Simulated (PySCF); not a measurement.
Input for PySCF: R-HF/STO-3G on CuH, 2S+1 = 1, a spin state set in the input, which need not be the lowest, a point of a bond scan (R = 1.525 Å).

```python
from pyscf import gto, scf, dft, mp
from pyscf.data.elements import chemcore

mol = gto.M(
    atom='''
    Cu    0.00000000    0.00000000    0.00000000
    H     0.00000000    0.00000000    1.52515800
    ''',
    basis='sto-3g',
    charge=0, spin=0, verbose=3, max_memory=1800)
mf = scf.RHF(mol)
mf.conv_tol = 1e-8
mf.max_cycle = 100
mf.kernel()
if not mf.converged:
    mf = mf.newton().run(mf.mo_coeff, mf.mo_occ)
```

It printed:

```
converged SCF energy = -1620.84806163049
```

The calculation finished and met its thresholds.

Cost: roughly 0.08 core-seconds.
